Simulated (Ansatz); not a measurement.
Species: H$_{5}$Si$_{2}$O, charge 0, doublet. H5Si2O (SMILES [SiH2][SiH2]O, doublet).
B3LYP-D3(BJ)/def2-TZVP minimum from Ansatz (a quantum-chemistry and plane-wave program):
```xyz
8

Si    -1.5217    -0.0223    -0.4346
Si     0.6710    -0.4331     0.2837
O      1.5248     0.9753     0.4642
H     -2.3664    -1.2436    -0.5160
H     -1.6027     0.7089    -1.7287
H      0.6440    -1.0649     1.6195
H      1.3635    -1.3493    -0.6646
H      1.6727     1.5222    -0.3109
```
Charge 0, spin multiplicity 2.

Total energies in hartree (Ansatz). Radicals and triplets start from unrestricted determinants; spin-orbit coupling is neglected. Correlated methods leave the cores frozen. No relativity. Where a partner has so few electrons that a lower coupled-cluster level is exact, that level stands in.

| species | HF/cc-pV(T+d)Z | CCSD(T)/cc-pV(T+d)Z | HF/cc-pV(Q+d)Z | CCSD(T)/cc-pV(Q+d)Z | CCSD(T)/cc-pV(D+d)Z | CCSDT(Q)/cc-pV(D+d)Z |
|---|---|---|---|---|---|---|
| 1: H5Si2O (SMILES O[SiH2][SiH2], doublet) | -655.70368 | -656.23474 | -655.71745 | -656.28262 | -656.07439 | -656.07649 |
| 2: Si (triplet) | -288.85649 | -288.93344 | -288.85845 | -288.93781 | -288.91643 | -288.91690 |
| 3: O (triplet) | -74.81176 | -74.97396 | -74.81729 | -74.99357 | -74.90995 | -74.91013 |
| 4: H (doublet) | -0.49981 | -0.49981 | -0.49995 | -0.49995 | -0.49928 | -0.49928 |

Question: Work out the atomisation energy (electronic, to ground-state atoms) in kcal/mol: take Hartree-Fock from cc-pV(Q+d)Z, extrapolate the CCSD(T) correlation energy as X^-3 (X = 3, 4), and add CCSDT(Q) - CCSD(T) in cc-pV(D+d)Z. 1 hartree = 627.51 kcal/mol.

Answer: 
Species 1: correlation (64·(-0.56517) - 27·(-0.53106))/37 = -0.59006; step -0.00210; E1 = -655.71745 + (-0.59006) + (-0.00210) = -656.30961
Species 2: correlation (64·(-0.07936) - 27·(-0.07695))/37 = -0.08112; step -0.00047; E2 = -288.85845 + (-0.08112) + (-0.00047) = -288.94004
Species 3: correlation (64·(-0.17628) - 27·(-0.16220))/37 = -0.18655; step -0.00018; E3 = -74.81729 + (-0.18655) + (-0.00018) = -75.00402
Species 4: correlation (64·(0.00000) - 27·(0.00000))/37 = 0.00000; step +0.00000; E4 = -0.49995 + (0.00000) + (+0.00000) = -0.49995
-1·E1 +2·E2 +1·E3 +5·E4 = 0.92576 hartree = 580.9 kcal/mol.
